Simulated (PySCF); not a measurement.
ZnF, SMILES [F][Zn+], charge +1. Heavy atoms are numbered as in [Zn+:1][F:2].

Geometry optimised at B3LYP-D3(BJ)/def2-TZVPD. The multiplicity is an assumed one; other spin states were not compared.

These are PySCF with B3LYP/pcSseg-2 values and carry that method's errors.

GIAO shieldings, no solvent; atoms alike by connectivity are averaged. δ = σ(ref) − σ: ¹⁹F against CFCl3 (σ = 159.6 ppm), references at their B3LYP-D3(BJ)/def2-TZVP geometries, non-relativistic.

```
nucleus  atoms  count  δ (ppm)
-------  -----  -----  -------
¹⁹F         F2      1    -54.6
```
